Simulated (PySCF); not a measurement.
# Correlation energy of Xe (xenon, neutral)

[Xe], closed-shell 1S. Computed with PySCF 2.14 in def2-SVP with the def2 core potential (28 electrons) (6s5p3d2f, 50 functions), with scalar relativity through the core potential. Frozen: 4s2 4p6 4d10; 8 electrons correlated.

MP2 pair energies summed by pair of shells (mhartree):

| pair | energy | share (%) |
| --- | --- | --- |
| 5p-5p | -105.31 | 72.6 |
| 5s-5p | -33.43 | 23.1 |
| 5s-5s | -6.22 | 4.3 |

Total MP2 correlation energy: -144.96 mhartree.

Same-spin part -35.90 and opposite-spin part -109.06 mhartree; SCS-MP2 scales them by 1/3 and 6/5 to -142.84 mhartree.

```json
{"level": "CCSD", "correlation energy (mhartree)": "-160.06"}
{"level": "(T)", "correlation energy (mhartree)": "-4.91"}
{"level": "CCSD(T)", "correlation energy (mhartree)": "-164.97"}
```

Diagnostics: T1 = 0.0031, D1 = 0.0076, largest double amplitude 0.044.

Task: Is a single reference adequate?

Result: Yes, within this model without spin-orbit coupling: T1 lies below 0.03 and no double amplitude reaches 0.07.
